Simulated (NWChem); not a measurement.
# C2H5BO2; SMILES BOC(C)=O

```xyz
10

B     -0.0626    -2.0109    -0.1475
H      0.9649    -2.1163    -0.7421
H     -0.7460    -2.9366     0.1691
O     -0.5618    -0.7782     0.1828
C      0.1506     0.4026    -0.0044
C     -0.7882     1.5761    -0.0963
O      1.3502     0.4406    -0.0437
H     -0.2185     2.4958    -0.2316
H     -1.3917     1.6384     0.8157
H     -1.4822     1.4359    -0.9322
```
Atoms are numbered in this order, from 1.

Coordinates come from a B3LYP/6-31G* (spherical d) optimisation.

Give the principal values of the shielding tensors (ppm) of B1, O4, C5, C6, O7 from BHandHLYP/pcSseg-1, GIAO (NWChem), with their diamagnetic and paramagnetic parts as GIAO splits them.


```json
[
 {"atom": "B1", "σ11": "-0.6", "σ22": "53.3", "σ33": "110.5", "isotropic": "54.4", "diamagnetic": "194.6", "paramagnetic": "-140.2"},
 {"atom": "O4", "σ11": "-161.6", "σ22": "-2.3", "σ33": "214.7", "isotropic": "16.9", "diamagnetic": "398.1", "paramagnetic": "-381.2"},
 {"atom": "C5", "σ11": "-121.0", "σ22": "62.7", "σ33": "73.1", "isotropic": "4.9", "diamagnetic": "251.1", "paramagnetic": "-246.1"},
 {"atom": "C6", "σ11": "140.0", "σ22": "151.5", "σ33": "190.4", "isotropic": "160.6", "diamagnetic": "247.6", "paramagnetic": "-87.0"},
 {"atom": "O7", "σ11": "-486.6", "σ22": "-296.2", "σ33": "272.8", "isotropic": "-170.0", "diamagnetic": "402.2", "paramagnetic": "-572.1"}
]
```
